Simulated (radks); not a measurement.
Mn2+, 23 electrons, occupied as [Ar] 3d5.

Calculated with a radial shooting solver on a logarithmic mesh with Libxc functionals: scalar-relativistic Kohn-Sham, LDA (Slater exchange, VWN5 correlation), spin-polarised, spherical densities, finite nucleus; open shells are filled with parallel spins first; Fermi nuclear charge, rms radius 3.7057 fm.

Energy parts (hartree):
total: -1155.45566
kinetic: 1167.67655
electron-nucleus: -2745.97242
Hartree: 472.43802
exchange-correlation: -49.59780

Orbitals (lengths in bohr, moments of r in powers of bohr; r(90%) holds 90 % of the orbital's charge):
| orbital | occ. | eigenvalue (hartree) | r(90%) | <r^4> | <1/r> |
|---|---|---|---|---|---|
| 1s up | 1 | -236.3603 | 0.109 | 0.00006440 | 24.88 |
| 1s down | 1 | -236.3601 | 0.109 | 0.00006440 | 24.88 |
| 2s up | 1 | -27.92613 | 0.435 | 0.01508 | 5.287 |
| 2s down | 1 | -27.84169 | 0.434 | 0.01495 | 5.297 |
| 2p up | 3 | -23.78672 | 0.406 | 0.01163 | 5.194 |
| 2p down | 3 | -23.72144 | 0.405 | 0.01150 | 5.203 |
| 3s up | 1 | -3.85499 | 1.28 | 1.147 | 1.661 |
| 3s down | 1 | -3.66697 | 1.29 | 1.175 | 1.653 |
| 3p up | 3 | -2.71808 | 1.39 | 1.624 | 1.525 |
| 3p down | 3 | -2.53437 | 1.41 | 1.697 | 1.513 |
| 3d up | 5 | -0.95837 | 1.93 | 6.404 | 1.174 |
| 3d down | 0 | -0.79064 | 2.09 | 8.925 | 1.131 |

The highest occupied level is 3d up at -26.079 eV. Spin moment in Bohr magnetons: 5.
